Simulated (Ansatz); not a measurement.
Ideal-gas functions of `O[Si]1([SeH])CO1` at 600 K and 1 bar, from an Ansatz frequency run at PBE0-D4/def2-TZVP.

Molar mass 155.09 g/mol, point group C1 (symmetry number 1), electronic degeneracy 1, moments of inertia 104.643, 327.186, 395.951 u Å². Harmonic wavenumbers (cm⁻¹, unscaled): 108, 162, 206, 227, 264, 315, 399, 653, 697, 742, 762, 818, 933, 1069, 1094, 1146, 1467, 2447, 3097, 3174, 3907.

Use S(trans) = R[1.5 ln M + 2.5 ln T − 1.1517]; rotational temperatures θ = 24.2544 K / I; S(rot) = R[ln(√π/σ · √(T³/θAθBθC)) + 1.5]; for each mode x = 1.438777 ν̃/T, S = R[x/(eˣ − 1) − ln(1 − e⁻ˣ)] and H = RT x/(eˣ − 1); 1 cm⁻¹ = 0.0119627 kJ/mol; R = 8.31446 J/(mol·K).

Q: By hand: the entropy, in J/(mol·K).

A: Translation 186.3. Rotation: θ = 0.2318, 0.0741, 0.0613 K, giving 125.5. Vibration, mode by mode: 19.57, 16.23, 14.26, 13.47, 12.25, 10.84, 8.99, 5.39, 4.95, 4.54, 4.37, 3.93, 3.16, 2.45, 2.33, 2.11, 1.14, 0.16, 0.04, 0.04, 0.01, in all 130.2. Electronic 0.0. Sum 442.0 J/(mol·K).

Q: By hand: H − E and G − E in kJ/mol, counted from the electronic energy.

A: Zero-point energy ½ × 23687 × 0.0119627 = 141.7; thermal vibration 40.1; translation, rotation and pV give 4 RT = 20.0. H − E = 201.8 kJ/mol, and G − E = 201.8 − 600 × 442.0/1000 = -63.4 kJ/mol.

Vibration gives 29 % of the entropy, 19.6 J/(mol·K) of it from the mode under 150 cm⁻¹: soft modes count most, and the harmonic formula is weakest for them. The sum counts one conformer and one mirror image; others add a mixing term.
